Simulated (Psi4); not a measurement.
C3H7O (SMILES C[CH-]OC), charge -1, singlet, geometry from GFN2-xTB (a gas-phase anion, which may not be bound at this level); Psi4 with B3LYP/cc-pVDZ.

Psi4 was given this input:
```
memory 2 GB

molecule {
-1 1
  O     0.27524919   -0.58420743   -0.62303532
  C     0.09401883    0.90333784   -0.29403238
  C     1.02460482   -1.20359562    0.34229042
  C    -1.27934567    1.02284955    0.39588235
  H    -0.06509560    1.31189351   -1.33559503
  H     1.24877528   -2.23160334    0.01033964
  H     1.98223373   -0.68204747    0.53292018
  H     0.50182452   -1.27623020    1.31766778
  H    -2.14125770    0.55895431   -0.13156786
  H    -1.24810032    0.57100939    1.39663175
  H    -1.51604143    2.08613261    0.52904382
}

set basis cc-pvdz
set scf_type pk
set puream true
set d_convergence 1e-8
set dft_radial_points 99
set dft_spherical_points 590

energy('b3lyp')
print_variables()
```

It wrote (shortened):

```
   => Loading Basis Set <=

    Name: CC-PVDZ
    Role: ORBITAL
    Keyword: BASIS

         ---------------------------------------------------------
                                   SCF
               by Justin Turney, Rob Parrish, Andy Simmonett
                          and Daniel G. A. Smith
                              RKS Reference
         ---------------------------------------------------------

  ==> Geometry <==

    Molecular point group: c1
    Full point group: C1

    Geometry (in Angstrom), charge = -1, multiplicity = 1:

       Center              X                  Y                   Z               Mass
    ------------   -----------------  -----------------  -----------------  -----------------
         O            0.254477246996    -0.578576711168    -0.584116875221    15.994914619570
         C            0.073246886996     0.908968558832    -0.255113935221    12.000000000000
         C            1.003832876996    -1.197964901168     0.381208864779    12.000000000000
         C           -1.300117613004     1.028480268832     0.434800794779    12.000000000000
         H           -0.085867543004     1.317524228832    -1.296676585221     1.007825032230
         H            1.228003336996    -2.225972621168     0.049258084779     1.007825032230
         H            1.961461786996    -0.676416751168     0.571838624779     1.007825032230
         H            0.481052576996    -1.270599481168     1.356586224779     1.007825032230
         H           -2.162029643004     0.564585028832    -0.092649415221     1.007825032230
         H           -1.268872263004     0.576640108832     1.435550194779     1.007825032230
         H           -1.536813373004     2.091763328832     0.567962264779     1.007825032230

  Running in c1 symmetry.

  Rotational constants: A =      0.61598  B =      0.16020  C =      0.14748 [cm^-1]
  Rotational constants: A =  18466.61247  B =   4802.53172  C =   4421.34569 [MHz]
  Nuclear repulsion =  123.844103336765158

  Charge       = -1
  Multiplicity = 1
  Electrons    = 34
  Nalpha       = 17
  Nbeta        = 17

  ==> Algorithm <==

  SCF Algorithm Type is PK.
  DIIS enabled.
  MOM disabled.
  Fractional occupation disabled.
  Guess Type is SAD.
  Energy threshold   = 1.00e-06
  Density threshold  = 1.00e-08
  Integral threshold = 1.00e-12

  ==> Primary Basis <==

  Basis Set: CC-PVDZ
    Blend: CC-PVDZ
    Number of shells: 45
    Number of basis functions: 91
    Number of Cartesian functions: 95
    Spherical Harmonics?: true
    Max angular momentum: 2

  ==> DFT Potential <==

   => LibXC <=

    Version 7.1.2
    S. Lehtola, C. Steigemann, M. J. T. Oliveira, and M. A. L. Marques,  SoftwareX 7, 1–5 (2018) (10.1016/j.softx.2017.11.002)

   => Composite Functional: B3LYP <=

    B3LYP Hyb-GGA Exchange-Correlation Functional

    P. J. Stephens, F. J. Devlin, C. F. Chabalowski, and M. J. Frisch,  J. Phys. Chem. 98, 11623 (1994) (10.1021/j100096a001)

    Deriv               =              1
    GGA                 =           TRUE
    Meta                =          FALSE

    Exchange Hybrid     =           TRUE
    MP2 Hybrid          =          FALSE

   => Exchange Functionals <=

    0.0800   Slater exchange
    0.7200         Becke 88

   => Exact (HF) Exchange <=

    0.2000               HF

   => Correlation Functionals <=

    0.1900   Vosko, Wilk & Nusair (VWN5_RPA)
    0.8100   Lee, Yang & Parr

   => LibXC Density Thresholds  <==

    XC_HYB_GGA_XC_B3LYP:  1.00E-15

   => Molecular Quadrature <=

    Radial Scheme          =       TREUTLER
    Pruning Scheme         =           NONE
    Nuclear Scheme         =       TREUTLER

    Blocking Scheme        =         OCTREE
    BS radius alpha        =              1
    Pruning alpha          =              1
    Radial Points          =             99
    Spherical Points       =            590
    Total Points           =         605577
    Total Blocks           =           4309
[...]

  Performing in-core PK
  Using 17526782 doubles for integral storage.
  We computed 527835 shell quartets total.
  Whereas there are 536130 unique shell quartets.

  ==> DiskJK: Disk-Based J/K Matrices <==

    J tasked:                  Yes
    K tasked:                  Yes
    wK tasked:                  No
    Schwarz Cutoff:          1E-12

  Minimum eigenvalue in the overlap matrix is 6.5289811594E-03.
  Reciprocal condition number of the overlap matrix is 1.2488837396E-03.
    Using symmetric orthogonalization.

  ==> Pre-Iterations <==

  SCF Guess: Superposition of Atomic Densities via on-the-fly atomic UHF (no occupation information).

   -------------------------
    Irrep   Nso     Nmo
   -------------------------
     A         91      91
   -------------------------
    Total      91      91
   -------------------------

  ==> Iterations <==

                        Total Energy        Delta E     RMS |[F,P]|

   @RKS iter SAD:  -192.87935263057980   -1.92879e+02   0.00000e+00
   @RKS iter   1:  -193.16897090978452   -2.89618e-01   1.00677e-02 ADIIS/DIIS
   @RKS iter   2:  -192.10107469853122    1.06790e+00   1.64425e-02 ADIIS/DIIS
   @RKS iter   3:  -193.60623892378314   -1.50516e+00   3.43889e-03 ADIIS/DIIS
   @RKS iter   4:  -193.65476125796985   -4.85223e-02   9.83317e-04 ADIIS/DIIS
   @RKS iter   5:  -193.65895560885764   -4.19435e-03   1.79692e-04 ADIIS/DIIS
   @RKS iter   6:  -193.65908437858550   -1.28770e-04   4.20718e-05 DIIS
   @RKS iter   7:  -193.65909094181342   -6.56323e-06   1.90797e-05 DIIS
   @RKS iter   8:  -193.65909250150600   -1.55969e-06   2.09277e-06 DIIS
   @RKS iter   9:  -193.65909252559095   -2.40850e-08   9.94535e-07 DIIS
   @RKS iter  10:  -193.65909252891433   -3.32338e-09   4.98816e-07 DIIS
   @RKS iter  11:  -193.65909252988294   -9.68612e-10   5.10539e-08 DIIS
   @RKS iter  12:  -193.65909252990528   -2.23395e-11   1.36411e-08 DIIS
   @RKS iter  13:  -193.65909252990679   -1.50635e-12   2.35282e-09 DIIS
  Energy and wave function converged.

  ==> Post-Iterations <==

   Electrons on quadrature grid:
      Ntotal   =   33.9999983926 ; deviation = -1.607e-06

    Orbital Energies [Eh]
    ---------------------

    Doubly Occupied:

[...]
    Virtual:

[...]
    Final Occupation by Irrep:
              A
    DOCC [    17 ]
    NA   [    17 ]
    NB   [    17 ]

  @RKS Final Energy:  -193.65909252990679

   => Energetics <=

    Nuclear Repulsion Energy =            123.8441033367651585
    One-Electron Energy =                -514.6918740191692905
    Two-Electron Energy =                 219.5888054252819757
    DFT Exchange-Correlation Energy =     -22.4001272727846157
    Empirical Dispersion Energy =           0.0000000000000000
    VV10 Nonlocal Energy =                  0.0000000000000000
    Total Energy =                       -193.6590925299067862

Computation Completed

Properties will be evaluated at   0.000000,   0.000000,   0.000000 [a0]

Properties computed using the SCF density matrix

 Multipole Moments:

 ------------------------------------------------------------------------------------
     Multipole            Electronic (a.u.)      Nuclear  (a.u.)        Total (a.u.)
 ------------------------------------------------------------------------------------

 L = 1.  Multiply by 2.5417464519 to convert [e a0] to [Debye]
 Dipole X            :          1.1246762           -1.2953586           -0.1706823
 Dipole Y            :         -1.2310257            0.3511370           -0.8798887
 Dipole Z            :         -2.1466939            2.4269918            0.2802979
 Magnitude           :                                                    0.9390971

 ------------------------------------------------------------------------------------

  Variable Map:
  ----------------------------------------------------------------------------
[...]
  Array Variable Map:
  ----------------------------------------------------------------------------
[...]
[...]
```
